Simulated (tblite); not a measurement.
A tight-binding relaxation on `CC(C)(C)[SiH2]N([SiH3])[SiH3]`.

Computed with GFN2-xTB geometry optimisation, gas phase (tblite 0.8.0). Start geometry: from a force field or distance geometry. The input is one job of a driver script: a line of settings, then coordinates in Å.

Command:
```bash
OMP_NUM_THREADS=1 python probes_run.py task.json out
```

Input:
```
{"job": {"kind": "relax", "xc": "GFN2-xTB", "basis": "xTB"}, "charge": 0, "multiplicity": 1}
C     -1.483700     1.373200    -0.766000
C     -1.402300     0.049600     0.001000
C     -2.531800    -0.886800    -0.458200
C     -1.581400     0.335400     1.510100
Si     0.342200    -0.848500    -0.305100
N      1.612400     0.108300     0.253500
Si     2.703700    -0.798800     1.169500
Si     2.453800     0.856900    -1.008100
H     -2.469400     1.839000    -0.622200
H     -0.744100     2.095600    -0.421100
H     -1.353800     1.224300    -1.843400
H     -2.535000    -1.842500     0.076800
H     -2.468800    -1.101400    -1.523000
H     -3.515000    -0.420100    -0.292400
H     -1.536700    -0.585500     2.112000
H     -2.555300     0.797000     1.726100
H     -0.806900     1.009400     1.902400
H      0.452800    -1.156600    -1.760700
H      0.262500    -2.143300     0.405300
H      3.299600    -1.900200     0.377800
H      1.993300    -1.354900     2.354400
H      3.781500     0.074100     1.692600
H      1.508300     1.679700    -1.793900
H      3.466600     1.764900    -0.467300
H      3.096700    -0.144500    -1.891800
```

Output:
```
step      E/eV     max force
  0    -691.08640    3.491
  1    -691.35983    1.253
  2    -691.42016    0.723
  3    -691.44820    0.702
  4    -691.47866    0.536
  5    -691.50092    0.507
  6    -691.51705    0.286
  7    -691.52781    0.257
  8    -691.54080    0.252
  9    -691.55798    0.341
... (199 lines left out)
209    -691.77095    0.014
210    -691.77100    0.013
211    -691.77103    0.012
212    -691.77106    0.011
213    -691.77110    0.011
214    -691.77114    0.011
215    -691.77118    0.011
216    -691.77121    0.012
217    -691.77124    0.011
218    -691.77127    0.010
```

«max force» is the largest atomic force in eV/Å.

Question: From which step on does the largest force stay under 0.1 eV/Å, and how much energy is left to gain from there?

Answer: From step 128 (0.077 eV/Å), 20.5 meV above the end.

Main results: energy lowered by 15.8 kcal/mol over 218 steps; largest atomic force 0.010 eV/Å at the end.

Question: Where do the atoms end?

Answer: 0.663 Å rms from the input after alignment:
```
atom  x, y, z in Å
C1    -1.2714    1.3731   -0.6467
C2    -1.3145   -0.0041    0.0158
C3    -2.6422   -0.6781   -0.3317
C4    -1.2305    0.1756    1.5318
Si5    0.1326   -1.0919   -0.6091
N6     1.6881   -0.4047   -0.2171
Si7    2.4503   -0.7018    1.3221
Si8    2.4446    0.7779   -1.2494
H9    -2.0869    1.9990   -0.2820
H10   -0.3310    1.8762   -0.4298
H11   -1.3663    1.2860   -1.7272
H12   -2.7132   -1.6557    0.1399
H13   -2.7341   -0.8154   -1.4068
H14   -3.4827   -0.0724    0.0083
H15   -1.2869   -0.7858    2.0386
H16   -2.0505    0.7986    1.8912
H17   -0.2917    0.6507    1.8106
H18    0.0626   -1.2241   -2.0679
H19    0.0697   -2.4181    0.0139
H20    3.8322   -1.1161    1.0726
H21    1.7008   -1.7535    2.0020
H22    2.4472    0.5288    2.1228
H23    1.7236    0.7956   -2.5178
H24    2.3980    2.1015   -0.6153
H25    3.8411    0.3827   -1.4407
```

Time: 4.8 s wall. Hardware: one thread of an Intel Xeon Platinum 8259CL at 2.50 GHz (shared host).
Labels such as C1 count atoms from 1, the log's own numbers from 0.
